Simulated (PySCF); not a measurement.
**Correlation energy of Pd (palladium, neutral)**

[Kr] 4d10, closed-shell 1S. All numbers are calculated (PySCF 2.14, a scalar-relativistic core potential, in aug-cc-pwCVDZ-PP with ECP28MDF). Frozen: 4s2 4p6; 10 electrons correlated.

```
  level  correlation energy (mhartree)
   CCSD                        -326.98
    (T)                         -14.28
CCSD(T)                        -341.26
```

Diagnostics: T1 = 0.0068, D1 = 0.0097, largest double amplitude 0.019.

Cost of the coupled-cluster step: about 3 core-seconds, for 10 correlated electrons.
